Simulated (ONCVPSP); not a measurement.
# Before and after: ONCV potential for Rb (Z = 37)

* Element: rubidium
* Generator: ONCVPSP 4.0.1
* Type: optimised norm-conserving Vanderbilt (ONCV)
* Functional: PBE
* Relativity: scalar-relativistic
* Frozen core: [Ar] 3d10
* Valence charge: 9
* Reference configuration: 4s2 4p6 5s1
* Partial waves: 4s+5s: rc 2.40 bohr, ncon 4, nbas 7, qcut 4.3 1/bohr, 2 projectors; 4p: rc 1.70 bohr, ncon 4, nbas 8, qcut 4.6 1/bohr, 1 projector; d scattering state at 0.2 Ha: rc 2.15 bohr, ncon 4, nbas 9, qcut 4.9 1/bohr, 2 projectors, debl 3.2 Ha
* Local potential: polynomial inside 1.55 bohr (lpopt 5, dvloc0 2 Ha)
* Core correction: none

Change: all radii scaled by about 0.84 (s 2.02, p 1.44, d 1.82 bohr); local potential polynomial inside 1.30 bohr (lpopt 5, dvloc0 2 Ha).

Cutoffs: the cutoffs (Ha) at which the residual kinetic energy of the hardest occupied pseudo-wave falls to 1 and 0.1 mHa per electron; they do not see the model core or the augmentation charge, which bear on the density cutoff. Errors are all-electron minus pseudo energies relative to the spin-unpolarised reference configuration.

Question: What does the change do?

Answer: The potential gets harder (12 Ha and 63 Ha → 39 Ha and 91 Ha); of the 4 tests that both files solve, the error grows in 1 and shrinks in 1 by more than 15 % and 0.3 meV (median size 1.2 → 1.5 meV); neither file shows a bound ghost. A smaller radius makes the pseudo-wave follow the all-electron one further in, where it bends more sharply, so more plane waves are needed.

```tsv
quantity	base	changed
cutoff, loose	12 Ha	39 Ha
cutoff, tight	63 Ha	91 Ha
loose cutoff by channel	s 6.3 Ha, p 12 Ha	s 9.2 Ha, p 39 Ha
bound ghosts	none	none
GHOST(+) flags under 300 eV	none	none
error for 4s2 4p6 5s0, meV [ΔE 4.15 eV]	-0.3	-0.2
error for 4s2 4p6 5s0.5, meV [ΔE 1.58 eV]	-0.1	-0.1
error for 4s2 4p6 5s0 5p1, meV [ΔE 1.52 eV]	+2.1	+2.9
error for 4s1 4p6 5s1, meV [ΔE 37.74 eV]	-142	-59
```
